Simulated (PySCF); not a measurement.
A structure optimised at B3LYP-D3(BJ)/def2-SVP, used in a PySCF frequency run:

```xyz
9

Sn     0.3957     0.2788     0.0000
F      0.7894    -0.8651    -1.5116
F      0.7894    -0.8651     1.5116
O     -1.5392     0.6153     0.0000
C     -2.4665    -0.4600     0.0000
H      1.3316     1.6942     0.0000
H     -2.3659    -1.0989     0.8961
H     -3.4794    -0.0260     0.0000
H     -2.3659    -1.0989    -0.8961
```

Question: Write its SMILES, formula and point group.

Answer: C[O][SnH]([F])[F], CH4F2OSn, Cs

Question: What are its rotational constants (standard atomic weights)?

Answer: 3.6217, 2.2098, 1.8997 GHz
